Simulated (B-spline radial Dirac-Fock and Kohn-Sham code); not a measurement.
**L-shell conversion coefficients of Sb against transition energy**

Method: a Dirac-Hartree-Slater potential of the neutral atom with a Latter tail (no hole, which puts coefficients of high multipoles low close above an edge), finite nucleus with surface currents. Computed with a radial atomic solver. Subshells within 1 keV of threshold and pair formation are left out.

| energy (keV) | E1 | E2 | E5 | M3 | M4 | M5 |
| --- | --- | --- | --- | --- | --- | --- |
| 17.7 | 3.04 | 1510 | 1.05e+09 | 307000 | 2.91e+07 | 1.93e+09 |
| 20 | 2.15 | 817 | 4.36e+08 | 143000 | 1.19e+07 | 7.27e+08 |
| 26.5 | 0.966 | 201 | 5.56e+07 | 25300 | 1.57e+06 | 7.70e+07 |
| 42.5 | 0.250 | 20.0 | 1.62e+06 | 1550 | 57500 | 1.87e+06 |
| 50 | 0.156 | 9.21 | 473000 | 611 | 19000 | 531000 |
| 50.6 | 0.151 | 8.70 | 432000 | 571 | 17500 | 485000 |
| 52.3 | 0.137 | 7.44 | 337000 | 474 | 14000 | 376000 |
| 79.2 | 0.0414 | 1.10 | 14500 | 48.7 | 918 | 16500 |
| 100 | 0.0211 | 0.390 | 2500 | 14.4 | 210 | 3010 |
| 102 | 0.0199 | 0.358 | 2160 | 13.0 | 186 | 2610 |
| 104 | 0.0189 | 0.329 | 1860 | 11.7 | 165 | 2270 |
| 195 | 0.00314 | 0.0247 | 18.6 | 0.549 | 4.05 | 30.3 |
| 200 | 0.00292 | 0.0224 | 15.6 | 0.489 | 3.52 | 25.7 |
| 208 | 0.00262 | 0.0192 | 11.8 | 0.409 | 2.83 | 19.9 |
| 210 | 0.00255 | 0.0185 | 11.0 | 0.391 | 2.68 | 18.7 |
| 275 | 0.00122 | 0.00676 | 1.73 | 0.118 | 0.632 | 3.45 |
| 327 | 0.000769 | 0.00366 | 0.555 | 0.0570 | 0.261 | 1.22 |
| 405 | 0.000445 | 0.00179 | 0.147 | 0.0240 | 0.0920 | 0.360 |
| 500 | 0.000266 | 0.000923 | 0.0434 | 0.0107 | 0.0348 | 0.116 |
| 569 | 0.000197 | 0.000631 | 0.0216 | 0.00663 | 0.0197 | 0.0596 |
| 590 | 0.000181 | 0.000569 | 0.0179 | 0.00582 | 0.0169 | 0.0498 |
| 654 | 0.000144 | 0.000428 | 0.0107 | 0.00404 | 0.0110 | 0.0301 |
| 673 | 0.000135 | 0.000396 | 0.00930 | 0.00366 | 0.00976 | 0.0263 |
| 784 | 9.76e-05 | 0.000266 | 0.00459 | 0.00218 | 0.00531 | 0.0130 |
| 888 | 7.58e-05 | 0.000196 | 0.00269 | 0.00146 | 0.00330 | 0.00748 |
| 1000 | 6.00e-05 | 0.000148 | 0.00167 | 0.00100 | 0.00214 | 0.00454 |
| 1190 | 4.33e-05 | 0.000100 | 0.000874 | 0.000591 | 0.00117 | 0.00227 |
| 1240 | 4.02e-05 | 9.19e-05 | 0.000757 | 0.000524 | 0.00101 | 0.00194 |
| 2000 | 1.80e-05 | 3.54e-05 | 0.000173 | 0.000141 | 0.000232 | 0.000370 |

Question: How fast do they fall between 1190 and 2000 keV?

Answer: As powers of the energy: E1 E^-1.69, E2 E^-2.01, E5 E^-3.12, M3 E^-2.76, M4 E^-3.11, M5 E^-3.49. Within one type (E or M) the higher multipoles fall faster.
